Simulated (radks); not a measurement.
Results of a calculation; reference values are marked as such.
The mean radii <r> (bohr) of the occupied orbitals of an atom or ion are listed with their occupations. Level of theory: Dirac Kohn-Sham, PBEsol, spin-unpolarised, spherical densities, finite nucleus; Fermi nuclear charge, rms radius of each element as measured or else 0.836 A^(1/3) + 0.57 fm (a radial shooting solver on a logarithmic mesh with Libxc functionals).

| orbital | occ. | <r> |
|---|---|---|
| 1s1/2 | 2 | 0.02508 |
| 2s1/2 | 2 | 0.1070 |
| 2p1/2 | 2 | 0.08993 |
| 2p3/2 | 4 | 0.09602 |
| 3s1/2 | 2 | 0.2850 |
| 3p1/2 | 2 | 0.2748 |
| 3p3/2 | 4 | 0.2868 |
| 3d3/2 | 4 | 0.2578 |
| 3d5/2 | 6 | 0.2616 |
| 4s1/2 | 2 | 0.6544 |
| 4p1/2 | 2 | 0.6747 |
| 4p3/2 | 4 | 0.7018 |
| 4d3/2 | 4 | 0.7623 |
| 4d5/2 | 6 | 0.7720 |
| 5s1/2 | 2 | 1.563 |
| 5p1/2 | 2 | 1.760 |
| 5p3/2 | 4 | 1.843 |
| 5d3/2 | 2 | 2.859 |

Name the element and its charge. Open shells, if any, fill j = l - 1/2 first.

Answer. Z = 57, lanthanum, charge +1: La+ in [Xe] 5d2. The 1s radius gives Z: for a bare nucleus <r> = (2 gamma + 1)/(2Z) with gamma = sqrt(1 - (Z/c)^2), 0.02473 bohr for Z = 57, and screening makes it slightly larger (0.02508 here). The occupations add up to 56, and the charge is Z minus that.
